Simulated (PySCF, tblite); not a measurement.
C7H10BFO.
Geometry (GFN2-xTB, Å), atoms numbered from 1 in this order:
```
atom  x, y, z in Å
C1    -1.6745    0.1268   -1.2595
C2    -0.9895    0.1191    0.1118
C3    -1.6176   -0.9373    1.0207
C4     0.4746   -0.1212   -0.0723
C5     1.1151   -1.3702   -0.2229
C6     2.4404   -1.0947   -0.3978
O7     2.6673    0.2143   -0.3717
C8     1.4695    0.8458   -0.1726
B9     1.4458    2.3722   -0.1034
F10    0.2976    3.0048    0.0869
H11   -1.5241   -0.8254   -1.7646
H12   -1.2640    0.9181   -1.8821
H13   -2.7426    0.2948   -1.1433
H14   -1.1235    1.1033    0.5680
H15   -1.0778   -1.0026    1.9628
H16   -1.6043   -1.9148    0.5445
H17   -2.6518   -0.6773    1.2341
H18    0.6629   -2.3403   -0.2019
H19    3.2849   -1.7400   -0.5471
H20    2.4065    3.0354   -0.2119
```

Jobs on this species (20 atoms, 74 electrons) with PySCF (density fitting) and tblite. Hardware of each: one thread of an Arm Neoverse N1, no GPU, on a shared host. Other jobs ran on the host; a repeat could differ by tens of per cent or more.

| level and settings | work | basis functions | SCF cycles | wall time |
| --- | --- | --- | --- | --- |
| GFN2-xTB | Hessian by finite differences | – | – | ? |
| PBE0/pcSseg-1 | shieldings, ring-centre shieldings, charges and field gradients | 220 | 14 | 84 s |
| GFN2-xTB | L-BFGS relaxation | – | – | 0.94 s |

Fill in the missing figures.

- GFN2-xTB; Hessian by finite differences: 1.3 s

What do all jobs in the table cost together?

About 86 s; the longest takes about 97 % of that, and about 89 times as long as the shortest.
